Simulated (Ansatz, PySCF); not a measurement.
System: dibromo(difluoro)silane, SiBr2F2, charge 0, multiplicity 1. SMILES: F[Si](F)(Br)Br
Geometry: optimised at B3LYP-D3(BJ)/def2-TZVP (Ansatz, a quantum-chemistry and plane-wave program).

Quantity: atomisation energy, in kcal/mol. Conventions: atomisation electronic, to ground-state atoms; valence correlation only (noble-gas shells and the d and f shells of earlier blocks); LANL2DZ with its own core potentials from Na on; dispersion terms only where a functional's name holds one; UHF or UKS for open shells; spin-orbit terms left out; non-relativistic; six Cartesian d functions in 6-31G* and its kin unless marked 5d. First-principles rows: single points at B3LYP-D3(BJ) geometries (Ansatz).

| level | program | atomisation energy (kcal/mol) |
|---|---|---|
| HF/STO-3G | Ansatz | 279.6 |
| HF/LANL2DZ | Ansatz | 195.0 |
| HF/6-31G* | Ansatz | 314.2 |
| PBE/6-31G* | Ansatz | 444.7 |
| PBE/def2-SVP | Ansatz | 442.3 |
| BLYP/6-31G* | Ansatz | 426.7 |
| BP86/def2-SVP | PySCF | 436.7 |
| B3LYP/STO-3G | Ansatz | 417.4 |
| B3LYP/3-21G | Ansatz | 362.5 |
| B3LYP/LANL2DZ | Ansatz | 315.0 |
| B3LYP/6-31G* | Ansatz | 423.2 |
| MP2/6-31G* | Ansatz | 428.8 |
| MP2/6-31G* with LANL2DZ past Ar | Ansatz | 400.4 |
| PBE0/def2-TZVPD | Ansatz | 437.5 |
| wB97X-V/def2-TZVPD | Ansatz | 445.3 |
| B2PLYP-D3(BJ)/def2-TZVPD | Ansatz + dftd3 | 439.9 |

No value to compare with is used here. The 13 habitual levels span 195.0 (HF/LANL2DZ) to 444.7 kcal/mol (PBE/6-31G*); B2PLYP-D3(BJ)/def2-TZVPD gives 439.9.

The levels are drawn from those run, B3LYP/6-31G* more often than the rest, none by its result; left out are runs that failed, that the program found above a lower state of the same kind, or whose <S^2> lies over 0.5 above the pure value.
